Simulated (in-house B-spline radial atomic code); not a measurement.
Results of a calculation; reference values are marked as such.
# F in an electron gas of r_s = 2.2: phase shifts, screening, friction and resistivity

A nucleus sits in a uniform electron gas with a rigid positive background. The Kohn-Sham equations are solved self-consistently in the spin-unpolarised LDA (PW92), non-relativistic, on B-splines with outgoing waves at the boundary and partial waves to l = 8. The model has no lattice, no bands and no magnetic solution. Atomic units; δ_l are the phase shifts at the Fermi level, counted so that each bound state adds π, and good to about 0.0005.

The density parameter is r_s = 2.2 bohr, near that of the valence electrons of Ga (3 per atom, density 5.91 g/cm³, mass 69.72 u, which gives r_s = 2.19).

| l | δ_l (rad) |
| --- | --- |
| 0 | 5.2498 |
| 1 | 2.7084 |
| 2 | 0.1148 |
| 3 | 0.0217 |
| 4 | 0.0033 |
| 5 | 0.0007 |
| 6 | 0.0001 |
| 7 | 0.0001 |
| 8 | 0.0000 |

Bound levels below the band bottom (hartree): s -23.66, s -0.7048, p -0.05759.

(1) Check the Friedel sum rule, and say where the screening charge sits.

(2) Find the transport cross section and the electronic stopping of a 5 keV F ion (mass 19.0 u).

(3) What residual resistivity would 1 atomic per cent of such centres give in Ga?

(4) On a substitutional site the background of one host ion, a sphere holding 3 charges, is taken out. The phase shifts for l = 0 to 4 become 4.6067, 2.1682, -0.2198, -0.0621, -0.0131. What follows?

Answers

(1) k_F = (9π/4)^(1/3)/r_s = 0.87234. The rule is Z = (2/π) Σ (2l + 1) δ_l. The terms are s 3.342, p 5.173, d 0.365, f 0.097 and 0.026 beyond, in all 9.003 against Z = 9. Bound states hold 4 s, 6 p, 0 d electrons, so the scattering states carry -1.00 in all; where a term is smaller than its bound count, the bound level has drawn weight out of the band.

(2) σ_tr = (4π/k_F²) Σ (l + 1) sin²(δ_l − δ_(l+1)). The terms for l = 0 to 3 are 0.3190, 0.5428, 0.0259, 0.0014, all together 0.8891, so σ_tr = 16.513 × 0.8891 = 14.683 bohr². With n = 3/(4π r_s³) = 0.02242, the friction coefficient is Q = n k_F σ_tr = 0.2872. For v well below v_F = 0.872, dE/dx = Q v; with 24801 eV per u at v = 1, v = √(5000/(24801 × 19.0)) = 0.1030, so dE/dx = 0.02958 hartree/bohr = 15.2 eV/nm. The largest term couples the p and d waves.

(3) Δρ = k_F n_i σ_tr/n in atomic units of 21.74 μΩ·cm. With one host atom per 3 electrons, n_i/n = 0.01/3, so Δρ = 0.8723 × 0.00333 × 14.683 × 21.74 = 0.93 μΩ·cm. This is an atom added to the gas, as on an interstitial site.

(4) The Friedel sum is now 6.01, for Z − 3 = 6. The sum in σ_tr is 1.4387, so σ_tr = 23.76 bohr² and Δρ = 1.50 μΩ·cm per atomic per cent, 1.62 times the value above. A real host ion scatters too, so this model doesn't give zero even for the host's own atom.
